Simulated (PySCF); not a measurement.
PySCF job for Si(H)(OH)(SiH3)2 (H8OSi3), SMILES [SiH3][SiH](O)[SiH3], SMD-ωB97X/def2-SVP. Coordinates come from a PBE0-D3(BJ)/def2-SVP optimisation. Other conformers were not sampled.

```python
import numpy as np
from pyscf import gto, scf, dft
from pyscf.solvent import smd

mol = gto.M(
    atom='''
    Si    0.15583275   -0.55249257   -0.38565908
    O     0.00561813   -1.99889179    0.45407221
    Si    1.76189620    0.86016798    0.59703186
    Si   -1.89320450    0.59967639   -0.50765471
    H     0.59781432   -0.92695307   -1.76082789
    H    -0.27410504   -1.92266099    1.37124456
    H     1.35199408    1.17892583    2.00229952
    H     3.11380342    0.22182655    0.63531481
    H     1.84838057    2.14351858   -0.16852805
    H    -2.36680354    0.92375861    0.87619478
    H    -1.71147548    1.88454299   -1.25374229
    H    -2.94789554   -0.21474957   -1.18658618
    ''',
    basis='def2-SVP',
    charge=0,
    spin=0,
    max_memory=1600,
    verbose=3,
)
mf = dft.RKS(mol, xc='wb97x').density_fit(auxbasis='def2-universal-jkfit')
mf.grids.level = 3
mf.conv_tol = 1e-9
mf.max_cycle = 100
mf.kernel()
res = {}
for name in ['water', 'dichloromethane', 'tetrahydrofuran']:
    s = mf.SMD()
    s.with_solvent.solvent, s.with_solvent.sasa_ng = name, 194
    s.kernel(mf.make_rdm1())
    res[name] = (s.e_tot, s.with_solvent.get_cds(), s.dip_moment(), s.mo_energy, s.converged)
    print(f'SMD {name}: dG(solv) = {(s.e_tot - mf.e_tot) * 627.509474:.3f} kcal/mol, of which CDS {res[name][1] * 627.509474:.3f}')
```

It prints:

```
converged SCF energy = -948.161951312967
converged SCF energy = -948.163906881056
Dipole moment(X, Y, Z, Debye): -0.42292,  0.60157,  1.27423
SMD water: dG(solv) = -1.227 kcal/mol, of which CDS 4.461
converged SCF energy = -948.167397958291
Dipole moment(X, Y, Z, Debye): -0.37204,  0.44173,  1.14429
SMD dichloromethane: dG(solv) = -3.418 kcal/mol, of which CDS -0.411
converged SCF energy = -948.166149807328
Dipole moment(X, Y, Z, Debye): -0.35662,  0.44165,  1.09153
SMD tetrahydrofuran: dG(solv) = -2.635 kcal/mol, of which CDS -0.410
```

The run converged.
